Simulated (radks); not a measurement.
Task: The iridium ion Ir72+, 5 electrons, occupied as [He] 2s2 2p1 (the NIST ground configuration). All-electron calculation, Dirac Kohn-Sham, PBE, spin-unpolarised, spherical densities, point nucleus; open shells are shared between the two j in proportion to 2j + 1. Program: a radial shooting solver on a logarithmic mesh with Libxc functionals. Some entries of the table are withheld. Estimate them.

orbital,occ.,eigenvalue (eV),<r> (bohr),<r^2> (bohr^2)
1s1/2,2,(1),(2),0.0004162
2s1/2,2,(3),0.07020,0.005870
2p1/2,0.333333,(4),(5),0.004092
2p3/2,0.666667,(6),(7),0.005119

Result: 
(1) 1s1/2 eigenvalue (eV): -84739.72
(2) 1s1/2 <r> (bohr): 0.01738
(3) 2s1/2 eigenvalue (eV): -20779.76
(4) 2p1/2 eigenvalue (eV): -20507.84
(5) 2p1/2 <r> (bohr): 0.05745
(6) 2p3/2 eigenvalue (eV): -18704.01
(7) 2p3/2 <r> (bohr): 0.06509
